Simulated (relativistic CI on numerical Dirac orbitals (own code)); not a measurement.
# Level scheme of Dy L

Calculated at this level of theory: Dirac-Coulomb-Breit CI, separate exchange-only KLI orbitals for each configuration, QED by a radiative potential, unscaled Slater integrals (own radial code, finite nucleus).

Configuration list (outside the closed core [Ne]): 3s²3p⁵, 3s3p⁶, 3s²3p⁴3d, 3s3p⁵3d, 3p⁶3d, 3s3p⁴3d², 3s²3p³3d4p, 3p⁶4s, 3s3p⁴3d4s, 3s²3p⁴4s, 3p⁶4p, 3s²3p⁴4p, 3s²3p⁴4d, 3p⁵3d4p, 3s3p⁵4s, 3s²3p⁴4f, 3s3p⁵4p, 3s3p⁵4d, 3s3p⁵4f, 3s²3p⁴5s, 3s²3p⁴5p, 3s²3p³4s4p, 3s²3p⁴5d, 3s²3p⁴5f, 3s²3p⁴5g, 3s3p⁴4s², 3s3p⁵5s, 3s3p⁵5p, 3s²3p³3d², 3s²3p²3d³, 3s3p³3d³, 3s²3p²3d²4s, 3s²3p²3d²4p, 3s²3p²3d²4d, 3p⁵3d², 3p⁴3d³, 3p⁴3d²4s, 3p⁴3d²4p, 3p⁴3d²4d, 3s²3p³3d4s, 3s3p³3d²4s, 3s²3p²3d4s², 3s²3p²3d4s4p, 3s²3p²3d4s4d, 3p⁵3d4s, 3p⁴3d4s², 3p⁴3d4s4p, 3p⁴3d4s4d, 3s²3p³4s², 3s3p³3d4s², 3s²3p²4s²4p, 3s²3p²4s²4d, 3s²3p³4p², 3s²3p²3d4p², 3s3p³3d4p², 3s²3p²4s4p², 3s²3p²4p³, 3s²3p²4p²4d. Double excitations out of closed p, d and f shells are left out; levels of such configurations are missing from the list, as are those of other unlisted configurations, and high levels can miss mixing partners. These lack a partner that the ground configuration has and come out too high: 3s²3p⁴4f, 3s3p⁵4p, 3s3p⁵4d, 3s3p⁵4f, 3s²3p⁴5s.

The lowest level is 3s²3p⁵ ²P°3/2, with 99 % of that term; Hund's rules for 3s²3p⁵ give ²P° with J = 3/2, in agreement.

```tsv
No.	Configuration	Term	J	E (eV)	%	Next component (%)	Landé g
1	3s²3p⁵	²P°	3/2	0.000	99	1 3s²3p³3d² ²P°	1.324
2	3s²3p⁵	²P°	1/2	201.035	98	1 3s²3p³3d² ²P°	0.652
3	3s²3p⁴3d	⁴D	3/2	203.488	37	34 ²D	1.164
4	3s²3p⁴3d	⁴D	5/2	208.177	42	20 ²F	1.198
5	3s²3p⁴3d	⁴P	1/2	209.055	48	27 ²P	1.662
6	3s²3p⁴3d	²F	7/2	212.428	33	30 ⁴F	1.115
7	3s²3p⁴3d	²D	3/2	228.564	61	19 ⁴F	0.858
8	3s²3p⁴3d	²F	7/2	251.048	47	43 ⁴D	1.248
9	3s²3p⁴3d	⁴F	9/2	253.324	69	31 ²G	1.255
10	3s²3p⁴3d	²P	1/2	257.058	54	24 ²S	1.240
11	3s²3p⁴3d	²D	5/2	278.227	53	22 ⁴P	1.212
12	3s²3p⁴3d	²P	3/2	283.708	35	35 ²D	1.173
13	3s²3p⁴3d	²D	5/2	287.113	49	18 ²F	1.156
14	3s3p⁶	²S	1/2	364.951	71	13 3s²3p⁴3d ⁴P	1.988
15	3s²3p⁴3d	⁴D	1/2	394.309	78	15 ²P	0.226
16	3s²3p⁴3d	⁴D	3/2	403.716	33	29 ⁴F	0.958
17	3s²3p⁴3d	⁴F	5/2	411.652	48	36 ²F	0.988
18	3s²3p⁴3d	²G	7/2	412.936	59	25 ²F	0.997
19	3s²3p³3d²	⁴F°	3/2	419.305	29	24 ²D°	0.871
20	3s²3p³3d²	⁴F°	5/2	423.929	25	20 ⁴G°	0.987
21	3s²3p³3d²	⁴D°	1/2	424.240	46	24 ²P°	0.143
22	3s²3p³3d²	²G°	7/2	426.568	21	19 ²F°	1.062
23	3s²3p⁴3d	²D	5/2	441.394	53	25 ²F	1.132
24	3s²3p⁴3d	²P	3/2	442.689	50	24 ⁴P	1.266
25	3s²3p³3d²	⁴P°	3/2	444.748	18	17 ²P°	1.450
26	3s²3p⁴3d	⁴D	7/2	446.134	42	39 ⁴F	1.292
27	3s²3p⁴3d	²S	1/2	447.480	31	28 ²P	1.745
28	3s²3p⁴3d	²P	3/2	454.351	48	18 ²D	1.244
29	3s²3p⁴3d	²G	9/2	457.821	68	31 ⁴F	1.170
30	3s²3p⁴3d	²F	5/2	457.847	46	21 ⁴P	1.133
31	3s²3p⁴3d	²D	5/2	464.148	52	27 ⁴P	1.237
32	3s²3p³3d²	⁴G°	9/2	465.317	32	22 ⁶F°	1.195
33	3s²3p³3d²	²F°	7/2	468.549	24	19 ⁴F°	1.197
34	3s²3p⁴3d	²F	7/2	471.698	76	12 ⁴F	1.141
35	3s²3p³3d²	⁴D°	3/2	474.424	31	14 ²D°	1.178
36	3s²3p³3d²	⁴P°	1/2	474.869	48	20 ²S°	1.821
37	3s²3p³3d²	²F°	5/2	476.165	23	20 ⁴D°	1.066
38	3s²3p³3d²	⁶P°	5/2	478.257	25	24 ⁴D°	1.468
39	3s²3p³3d²	⁴G°	11/2	479.255	39	30 ²H°	1.190
40	3s²3p³3d²	²F°	7/2	482.157	25	20 ⁴D°	1.166
41	3s²3p⁴3d	²D	3/2	492.171	66	13 ²P	0.847
42	3s²3p³3d²	⁴F°	7/2	492.969	18	18 ²G°	1.126
43	3s²3p³3d²	²D°	5/2	494.296	26	21 ⁴F°	1.188
44	3s²3p³3d²	²P°	3/2	496.910	26	20 ⁴F°	1.126
45	3s²3p⁴3d	²P	1/2	502.247	67	26 ²S	1.081
```

Energies count from the lowest computed level; ° marks odd parity.

The mean weight of the leading LS term, summed over parents, in these 45 levels is 46 %, and that of the leading jj configuration (from the same eigenvectors) 94 %, so jj coupling describes them better and the LS labels are nominal.

At this charge energies of transitions that change n are usually good to better than 1 %, and those within a shell (Δn = 0) to a few per cent.

LS names give the leading component of a level, which can be under half, so a name can repeat, a term be missing and a line seem to break the LS rules.
